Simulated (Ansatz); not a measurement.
A nudged elastic band was laid between two geometries of BrH + H5NSi (9 atoms, charge 0, multiplicity 1).

Theory: RKS PBE-D4/def2-SVP in Ansatz 0.2.0.

* movable images: 9
* climbing image: yes
* spring: 5.0 eV/Å²
* optimiser: quadratic models (default)
* start path: through a guess of the saddle point
* force threshold: 0.05 eV/Å
* iteration limit: 60
* end points: relaxed

Image 0:

```xyz
9
Properties=species:S:1:pos:R:3
Si -0.682 -0.894 -0.273
H 0.423 -1.901 -0.178
H -1.567 -1.232 -1.446
H -1.506 -0.838 0.977
N 0.105 0.705 -0.432
H 1.064 0.886 0.878
Br 1.945 0.953 2.126
H -0.526 1.517 -0.420
H 0.744 0.804 -1.232
```

Image 10:

```xyz
9
Properties=species:S:1:pos:R:3
Si -1.015 -0.200 0.472
H 2.594 -0.887 -0.791
H -0.977 -1.607 -0.038
H -2.374 0.218 0.942
N -0.539 0.856 -0.812
H 2.294 -0.712 -0.103
Br 0.313 -0.176 2.320
H -0.624 1.867 -0.675
H 0.328 0.641 -1.314
```

(1) Which bonds break or form, and what moves?

(2) What energy profile does the band end with?

(3) What is the geometry of the highest image?

Answers

(1) Bonds broken: Si1–H2, H6–Br7. Bonds formed: Si1–Br7, H2–H6. BrH + H5NSi becomes BrH4NSi + H2.

(2) It converged. The highest image is number 5 of 0 to 10, 1.29 eV above the first end and 1.73 eV above the last; the last end lies 0.44 eV below the first. The profile has 2 maxima (images 2, 5) with wells between them (image 3): this band takes more than one step, which may be the mechanism or a detour left from its start path. A vibrational analysis at the climbing image gives one clearly imaginary mode, 648i cm⁻¹: a first-order saddle point. The orbitals stay closed-shell, which can raise the energy where a bond breaks towards radicals; this wasn't checked here.

| image | path coordinate (Å) | energy (eV) | Si1–H2 (Å) | H6–Br7 (Å) | Si1–Br7 (Å) |
| --- | --- | --- | --- | --- | --- |
| 0 | 0.00 | 0.00 | 1.50 | 1.53 | 4.01 |
| 1 | 0.86 | 0.06 | 1.50 | 1.50 | 3.88 |
| 2 | 1.71 | 0.36 | 1.51 | 1.44 | 3.96 |
| 3 | 2.57 | 0.34 | 1.53 | 1.45 | 3.80 |
| 4 | 3.43 | 0.49 | 1.55 | 1.50 | 3.28 |
| 5 | 4.28 | 1.29 | 1.79 | 1.95 | 2.73 |
| 6 | 5.46 | 0.32 | 2.57 | 2.40 | 2.33 |
| 7 | 6.63 | -0.31 | 3.37 | 2.72 | 2.27 |
| 8 | 7.80 | -0.42 | 4.11 | 3.08 | 2.28 |
| 9 | 8.98 | -0.43 | 3.92 | 3.09 | 2.27 |
| 10 | 10.15 | -0.44 | 3.88 | 3.18 | 2.28 |

(3) 
```xyz
9
Properties=species:S:1:pos:R:3
Si -0.412 -0.422 -0.001
H 1.018 -1.448 0.344
H -0.609 -1.419 -1.124
H -1.339 -0.792 1.104
N -0.383 1.045 -0.872
H 1.192 -0.784 0.926
Br 0.990 0.857 1.955
H -0.086 1.921 -0.438
H -0.371 1.041 -1.894
```

Run time: 4.9 min on 2 threads of AMD EPYC 7B13 (Zen 3), with other jobs on the host, peak memory 0.16 GiB.
